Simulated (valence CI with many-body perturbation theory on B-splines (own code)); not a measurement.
# Pr IX: E2, M1 decay

Method: configuration interaction combined with many-body perturbation theory (CI+MBPT): five valence electrons over a frozen Dirac-Fock core [Kr] 4d10, a basis of 7 s, 7 p, 7 d, 7 f, 4 g, 2 h functions for each j, with the one-electron correlation potential Σ1 (screened to all orders), the two-electron term Σ2, the three-electron term Σ3, Breit, model QED; selected single and double excitations, second order for the rest (own B-spline code, finite nucleus).

No measured spectrum was set against this ion. As an estimate, terms of the open shell hold to a few per cent of their energy, and close levels can change places; configurations with another count of f electrons can be misplaced by thousands of cm⁻¹. Core correlation moves these levels by up to 52000 cm⁻¹, and in measured spectra 5 to 20 % of such shifts remained as error; rates that hang on mixing are uncertain with them. Among the levels kept, up to 980 cm⁻¹ of a level comes from second order outside the variational space, and about a tenth of that is noise between levels of different J, which matters for small intervals. The lowest computed level is not the ground level that NIST lists (°, for many ions itself from theory). Only levels of the ground parity were solved; by the run's estimate the other parity begins above the list, which can be wrong where configurations are misplaced.

Lines 51 to 100 of 120 in falling wavelength, among levels below 106480 cm⁻¹, chosen from the decays that carry over 1 % of a level's rate. Wavelengths and rates use the calculated energies, so an error of 2000 cm⁻¹ moves a line at 3673 Å by 7.3 % and its rate by three times that or more. Electric multipoles are in the length gauge, E1 and E2 with the static RPA response of the core. Weak lines are less certain than strong ones. Lines between different terms over intervals too small for the method are left out, as are lines whose strength nearly cancels.

Levels are named by their leading jj configuration (3d3/2^4 stands for four electrons in 3d with j = 3/2), which in mixed levels can hold well under half, so a name can repeat and another be missing. Letters in brackets count levels of one name in rising energy.

| λ vac (Å) | Upper | Lower | Type | A (s⁻¹) | Branch % |
| --- | --- | --- | --- | --- | --- |
| 3685 | (4f5/2 5s^2 5p3/2^2) J=5/2 | (4f5/2 5s^2 5p1/2 5p3/2) J=5/2 [b] | M1 | 4.49e+01 | 5.8 |
| 3673 | (4f7/2 5s^2 5p1/2 5p3/2) J=9/2 [b] | (4f7/2 5s^2 5p1/2^2) J=7/2 | M1 | 7.29e+01 | 94.6 |
| 3655 | (4f5/2 5s^2 5p1/2 5p3/2) J=7/2 [b] | (5s^2 5p1/2 5p3/2^2) J=5/2 | M1 | 3.42e+00 | 1.7 |
| 3497 | (5s^2 5p3/2^3) J=3/2 | (5s^2 5p1/2 5p3/2^2) J=1/2 | M1 | 3.66e+01 | 2.6 |
| 3492 | (4f5/2 5s^2 5p1/2 5p3/2) J=5/2 [a] | (4f5/2 5s^2 5p1/2^2) J=5/2 | M1 | 1.70e+02 | 75.9 |
| 3477 | (4f7/2 5s^2 5p1/2 5p3/2) J=7/2 [a] | (4f5/2 5s^2 5p1/2^2) J=5/2 | M1 | 9.40e+00 | 5.6 |
| 3467 | (4f5/2 5s^2 5p1/2 5p3/2) J=5/2 [b] | (5s^2 5p1/2 5p3/2^2) J=3/2 | M1 | 2.36e+00 | 6.2 |
| 3440 | (4f5/2 5s^2 5p1/2 5p3/2) J=3/2 [b] | (5s^2 5p1/2 5p3/2^2) J=3/2 | M1 | 6.48e+00 | 12.3 |
| 3286 | (4f5/2 5s^2 5p1/2 5p3/2) J=3/2 [a] | (4f5/2 5s^2 5p1/2^2) J=5/2 | M1 | 2.91e+02 | 87.1 |
| 3225 | (4f5/2 5s^2 5p3/2^2) J=7/2 | (4f7/2 5s^2 5p1/2 5p3/2) J=9/2 [b] | M1 | 4.84e+01 | 7.0 |
| 3223 | (4f5/2 5s^2 5p1/2 5p3/2) J=5/2 [b] | (4f7/2 5s^2 5p1/2^2) J=7/2 | M1 | 3.83e+00 | 10.1 |
| 3195 | (4f7/2 5s^2 5p1/2 5p3/2) J=7/2 [b] | (4f7/2 5s^2 5p1/2^2) J=7/2 | M1 | 3.97e+01 | 59.7 |
| 3195 | (4f7/2 5s^2 5p1/2 5p3/2) J=7/2 [b] | (4f7/2 5s^2 5p1/2^2) J=7/2 | E2 | 1.54e+00 | 2.3 |
| 3189 | (5s^2 5p1/2 5p3/2^2) J=5/2 | (5s^2 5p1/2^2 5p3/2) J=3/2 | M1 | 4.08e+01 | 48.7 |
| 3189 | (5s^2 5p1/2 5p3/2^2) J=5/2 | (5s^2 5p1/2^2 5p3/2) J=3/2 | E2 | 1.03e+00 | 1.2 |
| 3174 | (4f7/2 5s^2 5p1/2 5p3/2) J=11/2 | (4f7/2 5s^2 5p1/2^2) J=7/2 | E2 | 1.83e+00 | 15.4 |
| 3152 | (4f7/2 5s^2 5p1/2 5p3/2) J=3/2 | (5s^2 5p1/2 5p3/2^2) J=5/2 | M1 | 3.24e+01 | 10.4 |
| 3133 | (5s^2 5p3/2^3) J=3/2 | (4f5/2 5s^2 5p1/2 5p3/2) J=5/2 [a] | M1 | 7.72e+01 | 5.6 |
| 3092 | (4f5/2 5s^2 5p1/2 5p3/2) J=1/2 | (5s^2 5p1/2 5p3/2^2) J=3/2 | M1 | 2.87e+01 | 8.4 |
| 2974 | (4f7/2 5s^2 5p1/2 5p3/2) J=9/2 [b] | (4f5/2 5s^2 5p1/2^2) J=5/2 | E2 | 1.03e+00 | 1.3 |
| 2930 | (4f5/2 5s^2 5p3/2^2) J=5/2 | (4f5/2 5s^2 5p1/2 5p3/2) J=3/2 [a] | M1 | 1.04e+01 | 1.3 |
| 2905 | (4f7/2 5s^2 5p1/2 5p3/2) J=5/2 [b] | (5s^2 5p1/2 5p3/2^2) J=5/2 | M1 | 6.10e+00 | 2.6 |
| 2793 | (4f5/2 5s^2 5p3/2^2) J=5/2 | (4f7/2 5s^2 5p1/2 5p3/2) J=7/2 [a] | M1 | 1.92e+01 | 2.5 |
| 2788 | (4f5/2 5s^2 5p3/2^2) J=7/2 | (4f7/2 5s^2 5p1/2 5p3/2) J=7/2 [a] | M1 | 2.89e+02 | 41.6 |
| 2784 | (4f5/2 5s^2 5p3/2^2) J=5/2 | (4f5/2 5s^2 5p1/2 5p3/2) J=5/2 [a] | M1 | 2.33e+02 | 30.1 |
| 2779 | (4f5/2 5s^2 5p3/2^2) J=7/2 | (4f5/2 5s^2 5p1/2 5p3/2) J=5/2 [a] | M1 | 1.51e+02 | 21.7 |
| 2765 | (4f5/2 5s^2 5p1/2 5p3/2) J=7/2 [b] | (4f7/2 5s^2 5p1/2^2) J=7/2 | M1 | 3.23e+01 | 16.5 |
| 2700 | (4f7/2 5s^2 5p1/2 5p3/2) J=9/2 [c] | (4f7/2 5s^2 5p1/2^2) J=7/2 | M1 | 6.58e+00 | 46.1 |
| 2700 | (4f7/2 5s^2 5p1/2 5p3/2) J=9/2 [c] | (4f7/2 5s^2 5p1/2^2) J=7/2 | E2 | 2.05e+00 | 14.4 |
| 2672 | (4f5/2 5s^2 5p1/2 5p3/2) J=5/2 [b] | (4f5/2 5s^2 5p1/2^2) J=5/2 | E2 | 4.86e+00 | 12.9 |
| 2672 | (4f5/2 5s^2 5p1/2 5p3/2) J=5/2 [b] | (4f5/2 5s^2 5p1/2^2) J=5/2 | M1 | 1.27e+00 | 3.4 |
| 2656 | (4f5/2 5s^2 5p1/2 5p3/2) J=3/2 [b] | (4f5/2 5s^2 5p1/2^2) J=5/2 | M1 | 6.78e+00 | 12.8 |
| 2656 | (4f5/2 5s^2 5p1/2 5p3/2) J=3/2 [b] | (4f5/2 5s^2 5p1/2^2) J=5/2 | E2 | 3.52e+00 | 6.7 |
| 2653 | (4f7/2 5s^2 5p1/2 5p3/2) J=7/2 [b] | (4f5/2 5s^2 5p1/2^2) J=5/2 | M1 | 1.86e+01 | 27.9 |
| 2608 | (4f7/2 5s^2 5p1/2 5p3/2) J=3/2 | (5s^2 5p1/2 5p3/2^2) J=3/2 | M1 | 1.30e+02 | 41.8 |
| 2540 | (4f5/2 5s^2 5p3/2^2) J=5/2 | (4f5/2 5s^2 5p1/2 5p3/2) J=7/2 [a] | M1 | 9.29e+01 | 12.0 |
| 2540 | (4f5/2 5s^2 5p3/2^2) J=5/2 | (4f5/2 5s^2 5p1/2 5p3/2) J=7/2 [a] | E2 | 9.39e+00 | 1.2 |
| 2467 | (4f7/2 5s^2 5p1/2 5p3/2) J=3/2 | (4f7/2 5s^2 5p1/2^2) J=7/2 | E2 | 4.58e+00 | 1.5 |
| 2443 | (4f5/2 5s^2 5p1/2 5p3/2) J=1/2 | (4f5/2 5s^2 5p1/2^2) J=5/2 | E2 | 8.47e+00 | 2.5 |
| 2350 | (4f5/2 5s^2 5p1/2 5p3/2) J=7/2 [b] | (4f5/2 5s^2 5p1/2^2) J=5/2 | M1 | 1.50e+02 | 76.7 |
| 2350 | (4f5/2 5s^2 5p1/2 5p3/2) J=7/2 [b] | (4f5/2 5s^2 5p1/2^2) J=5/2 | E2 | 2.36e+00 | 1.2 |
| 2313 | (4f7/2 5s^2 5p1/2 5p3/2) J=5/2 [b] | (4f7/2 5s^2 5p1/2^2) J=7/2 | M1 | 1.87e+02 | 78.2 |
| 2313 | (4f7/2 5s^2 5p1/2 5p3/2) J=5/2 [b] | (4f7/2 5s^2 5p1/2^2) J=7/2 | E2 | 5.14e+00 | 2.1 |
| 2302 | (4f7/2 5s^2 5p1/2 5p3/2) J=9/2 [c] | (4f5/2 5s^2 5p1/2^2) J=5/2 | E2 | 1.20e+00 | 8.4 |
| 2233 | (4f5/2 5s^2 5p1/2 5p3/2) J=5/2 [a] | (5s^2 5p1/2^2 5p3/2) J=3/2 | M1 | 2.27e+01 | 10.1 |
| 2233 | (4f5/2 5s^2 5p1/2 5p3/2) J=5/2 [a] | (5s^2 5p1/2^2 5p3/2) J=3/2 | E2 | 8.54e+00 | 3.8 |
| 2226 | (4f7/2 5s^2 5p1/2 5p3/2) J=7/2 [a] | (5s^2 5p1/2^2 5p3/2) J=3/2 | E2 | 1.88e+00 | 1.1 |
| 2205 | (5s^2 5p3/2^3) J=3/2 | (5s^2 5p1/2 5p3/2^2) J=5/2 | M1 | 7.15e+01 | 5.2 |
| 2205 | (5s^2 5p3/2^3) J=3/2 | (5s^2 5p1/2 5p3/2^2) J=5/2 | E2 | 2.23e+01 | 1.6 |
| 2146 | (4f5/2 5s^2 5p1/2 5p3/2) J=3/2 [a] | (5s^2 5p1/2^2 5p3/2) J=3/2 | M1 | 3.08e+01 | 9.2 |
